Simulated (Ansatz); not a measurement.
Reaction (ligand exchange at a Ge–Br bond): `[Cl][GeH2][Br]` + NH₃ → `[NH2][GeH2][Cl]` + HBr

Calculated with Ansatz (gas phase, PBE0-D4/def2-TZVP geometries, no zero-point term in ΔE). CCSD(T)/CBS adds triple-zeta CCSD(T) − MP2 to the extrapolated MP2 energy (def2 sets, frozen cores). This one scheme is used for every species. DFT in def2-TZVPP. For Br, Ge outer-core shells are correlated without core-valence functions, which leaves a few kJ/mol of doubt a bond. Scalar relativity is left out up to krypton. One conformer a species, not always the lowest.

`[Cl][GeH2][Br]`:

Cartesian coordinates in Å:
```
Cl -1.351 -0.818 1.315
Ge 0.175 -0.079 0.007
Br -0.707 1.611 -1.268
H 1.294 0.504 0.870
H 0.589 -1.218 -0.924
```

NH₃:

Cartesian coordinates in Å:
```
N 0.113 0.133 0.221
H 0.130 0.707 -0.613
H 0.610 -0.722 0.004
H -0.853 -0.119 0.389
```

`[NH2][GeH2][Cl]`:

```xyz
7

N    -0.534   -0.705   -0.806
Ge    0.391    0.527    0.159
Cl    0.210    0.225    2.306
H    -1.536   -0.682   -0.679
H    -0.211   -1.657   -0.704
H    -0.200    1.911   -0.118
H     1.880    0.381   -0.159
```

HBr:

Cartesian coordinates in Å:
```
Br 0.544 -0.285 0.357
H -0.544 0.285 -0.357
```

| level | ΔE (kcal/mol) |
| --- | --- |
| PBE-D4 | 15.8 |
| PBE0-D4 | 16.2 |
| r2SCAN | 15.7 |
| PBE0 | 16.1 |
| MP2/def2-TZVPP | 14.9 |
| CCSD/def2-TZVPP | 14.3 |
| HF/def2-QZVPP | 16.1 |
| CCSD/CBS(def2) | 15.1 |

(1) What does CCSD(T)/CBS give? (Estimate.)

Largest T1 diagnostic among the species: 0.010.

Results:

(1) Ansatz gave: +15.0 kcal/mol. The listed levels differ from it by 0.8, 1.2, 0.7, 1.1, -0.1, -0.7, 1.1, 0.1 kcal/mol.

At CCSD(T), def2-SVP lies −2.7 kcal/mol from the extrapolated value and def2-TZVPP −0.9 kcal/mol. In def2-TZVPP, CCSD(T) changes the Hartree–Fock value by −2.0 kcal/mol (the triples alone add −0.1 kcal/mol) and MP2 by −1.3 kcal/mol. Leaving LDA and LC-ωPBE aside and taking each functional with its dispersion term where it has one, the values, not all of them listed here, spread over 2.0 kcal/mol, from CAM-B3LYP-D4 to BHLYP-D4. LDA lies −1.9 kcal/mol from PBE without D4.
